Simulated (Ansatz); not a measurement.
Relaxation of CH₃BSSi (7 atoms, charge 0, multiplicity 1), to a largest force component of 0.015 eV/Å in at most 40 steps.

Computed with Ansatz, RKS PBE0-D4/6-31G*.

```xyz
7
Properties=species:S:1:pos:R:3
B -1.888 0.222 -1.064
C -0.875 0.144 -0.166
Si 0.386 0.074 1.042
S 2.402 -0.419 0.428
H -2.715 0.277 -1.857
H 0.580 0.250 2.472
H 2.920 -0.348 1.642
```

Where does it end, and by what steps?

It converged. After 5 steps the energy has fallen by 0.265 eV; H6 moved furthest, 0.19 Å.

| step | energy less start (eV) | largest force component (eV/Å) | accepted |
| --- | --- | --- | --- |
| 0 | 0.0000 | 2.880 | yes |
| 1 | -0.2310 | 0.916 | yes |
| 2 | -0.2397 | 0.559 | yes |
| 3 | -0.2624 | 0.172 | yes |
| 4 | -0.2636 | 0.110 | yes |
| 5 | -0.2648 | 0.014 | yes |

```xyz
7
Properties=species:S:1:pos:R:3
B -1.845 0.220 -1.017
C -0.817 0.140 -0.142
Si 0.451 0.047 0.945
S 2.437 -0.432 0.413
H -2.744 0.293 -1.775
H 0.397 0.275 2.410
H 2.931 -0.345 1.664
```

Run time: 37 s on 1 CPU thread of a shared host.
